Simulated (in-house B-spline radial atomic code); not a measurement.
**Pt III (Pt2+): [Ar] 3d10 4s2 (4p1/2)1 (4p3/2)4 4d10 4f14 5s2 5p6 5d9 (with a hole in an inner shell)**

All numbers are computed (Dirac-Hartree-Fock, average of the jj configuration; Fermi nucleus of rms radius 5.427 fm) with a radial B-spline atomic code at the basis-set limit, not measured.

Z_r = [3n² - l(l+1)]/(2<r>); Z_e = n√(-2ε); the last column is Slater's effective charge. Values are occupation-weighted means over j. An effective charge above Z reflects the relativistic contraction of the inner shells.

```json
{"shell": "1s", "electrons": "2", "ε (eV)": "-78961", "<r> (bohr)": "0.01715", "Z_r": "87.47", "Z_e": "76.18", "Slater": "77.70"}
{"shell": "2s", "electrons": "2", "ε (eV)": "-14051", "<r> (bohr)": "0.07165", "Z_r": "83.74", "Z_e": "64.27", "Slater": "73.85"}
{"shell": "2p", "electrons": "6", "ε (eV)": "-12286", "<r> (bohr)": "0.06473", "Z_r": "77.25", "Z_e": "60.10", "Slater": "73.85"}
{"shell": "3s", "electrons": "2", "ε (eV)": "-3397.1", "<r> (bohr)": "0.1861", "Z_r": "72.53", "Z_e": "47.40", "Slater": "66.75"}
{"shell": "3p", "electrons": "6", "ε (eV)": "-2867", "<r> (bohr)": "0.1869", "Z_r": "66.87", "Z_e": "43.55", "Slater": "66.75"}
{"shell": "3d", "electrons": "10", "ε (eV)": "-2242.3", "<r> (bohr)": "0.1704", "Z_r": "61.60", "Z_e": "38.51", "Slater": "56.85"}
{"shell": "4s", "electrons": "2", "ε (eV)": "-788.74", "<r> (bohr)": "0.4139", "Z_r": "57.98", "Z_e": "30.46", "Slater": "50.60"}
{"shell": "4p", "electrons": "5", "ε (eV)": "-601.24", "<r> (bohr)": "0.4426", "Z_r": "51.96", "Z_e": "26.59", "Slater": "50.60"}
{"shell": "4d", "electrons": "10", "ε (eV)": "-379.5", "<r> (bohr)": "0.4647", "Z_r": "45.19", "Z_e": "21.13", "Slater": "39.85"}
{"shell": "5s", "electrons": "2", "ε (eV)": "-146.31", "<r> (bohr)": "0.9543", "Z_r": "39.30", "Z_e": "16.40", "Slater": "21.20"}
{"shell": "4f", "electrons": "14", "ε (eV)": "-125.49", "<r> (bohr)": "0.5013", "Z_r": "35.91", "Z_e": "12.15", "Slater": "28.45"}
{"shell": "5p", "electrons": "6", "ε (eV)": "-95.427", "<r> (bohr)": "1.087", "Z_r": "33.58", "Z_e": "13.24", "Slater": "21.20"}
{"shell": "5d", "electrons": "9", "ε (eV)": "-33.495", "<r> (bohr)": "1.489", "Z_r": "23.17", "Z_e": "7.85", "Slater": "8.20"}
```

The least bound orbital is 5d5/2 at -32.85 eV, and it is also the most diffuse (<r> = 1.509 bohr). The part-filled 4p shell lies below the filled 5p shell in orbital energy.

For the 1s electron the small component carries 8.75 % of the norm, the zero-frequency Breit interaction raises the level by 289.3 eV, self-energy by 184.7 eV, and vacuum polarisation lowers it by 37.09 eV.
